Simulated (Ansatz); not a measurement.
Molecule: C$_{2}$H$_{8}$ClSi$_{2}$, net charge -1, singlet state. It need not be the lowest isomer of its formula. Whether it binds its extra electron was not tested at this geometry. 
Geometry from a B3LYP-D3(BJ)/def2-TZVP (Ansatz, a program for electronic structure) optimisation:
SMILES: C[SiH](C)[SiH-]Cl
```xyz
13

C     -0.1014    -2.2403     0.3997
Si     0.5948    -0.8572    -0.7099
C      2.2957    -0.4115     0.0258
Si    -0.7541     1.0834    -0.9730
Cl    -0.9980     1.3229     1.2805
H      0.6241    -3.0393     0.5855
H     -0.3979    -1.8078     1.3581
H     -0.9926    -2.6802    -0.0540
H      0.9040    -1.5234    -2.0308
H      2.8274     0.2876    -0.6246
H      2.1486     0.0820     0.9900
H      2.9303    -1.2895     0.1804
H     -2.0129     0.2263    -1.1654
```
Charge -1, spin multiplicity 1.

Basis-set convergence of Hartree-Fock and CCSD correlation energies (hartree) with Ansatz. Cores are frozen in the correlated levels unless marked. Spin-orbit coupling is left out. No relativistic terms. This anion needs diffuse functions, which these sets lack.

```json
[
 {"basis": "cc-pV(D+d)Z", "functions": "137", "E(HF)": "-1117.83922", "E(corr, CCSD)": "-0.71370"},
 {"basis": "cc-pV(T+d)Z", "functions": "289", "E(HF)": "-1117.90401", "E(corr, CCSD)": "-0.88037"},
 {"basis": "cc-pV(Q+d)Z", "functions": "542", "E(HF)": "___", "E(corr, CCSD)": "___"}
]
```

Problem. Some entries are withheld; supply them.

Solution. 
- cc-pV(Q+d)Z, E(HF): -1117.91982
- cc-pV(Q+d)Z, E(corr, CCSD): -0.93283
